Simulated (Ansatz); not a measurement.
```yaml
atoms:
  - { symbol: B, position_ang: [0.0000, 0.0000, 0.0000] }
  - { symbol: F, position_ang: [1.4152, 0.0000, 0.0000] }
  - { symbol: F, position_ang: [-0.7076, 1.2256, 0.0000] }
  - { symbol: F, position_ang: [-0.7076, -1.2256, 0.0000] }
```

Basis set: def2-TZVP (spherical functions). Left uncorrelated: 4 orbitals. Charge 0, multiplicity 1.

Computed with Ansatz (development build ahead of 0.2.0); each method stands on the lowest determinant of its kind that the runs found. Restricted open shells among the atoms or ions are ROHF, correlated in semicanonical orbitals with singles.

The atomization energy at this shape (free ground-state atoms in the same class of orbitals less the molecule, no zero-point energy) of singlet BF₃:

| method | atomization energy |
| --- | --- |
| RHF | 15.11 eV |

Question: What does RHF-MP2 give?

Answer: 20.33 eV. Caution: the shape is not the minimum.
